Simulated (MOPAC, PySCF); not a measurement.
C2H4Si, SMILES `C=C=[SiH2]`, neutral singlet in the gas phase. 

Cartesian coordinates (Å):
```xyz
7

C     -1.5111     0.1618    -0.0234
C     -0.2135     0.0228    -0.0034
Si     1.4607    -0.1564     0.0225
H     -2.1405    -0.1553     0.8063
H     -2.0336     0.6023    -0.8707
H      2.1055    -1.3741    -0.4863
H      2.3326     0.8990     0.5551
```
Charge 0, spin multiplicity 1.

All levels are single points at this geometry (B3LYP-D3(BJ)/def2-TZVP); Pople sets use spherical d functions. Orbital energies aren't observables, and empty levels follow the basis.

B3LYP-D3(BJ)/def2-TZVP in PySCF gives gap (eV) = 4.80.

Q: Estimate the gap (eV) from each of these levels: B3LYP/3-21G in PySCF; B3LYP/6-31G* in PySCF; BP86/6-31G* in PySCF; PBE/6-31G* in PySCF; HF/3-21G in PySCF; HF/STO-3G in PySCF; AM1 in MOPAC; PM3 in MOPAC.

A: 
| level | gap (eV) |
|---|---|
| B3LYP/3-21G in PySCF | 5.22 |
| B3LYP/6-31G* in PySCF | 5.01 |
| BP86/6-31G* in PySCF | 3.62 |
| PBE/6-31G* in PySCF | 3.61 |
| HF/3-21G in PySCF | 10.81 |
| HF/STO-3G in PySCF | 12.77 |
| AM1 in MOPAC | 8.33 |
| PM3 in MOPAC | 7.72 |
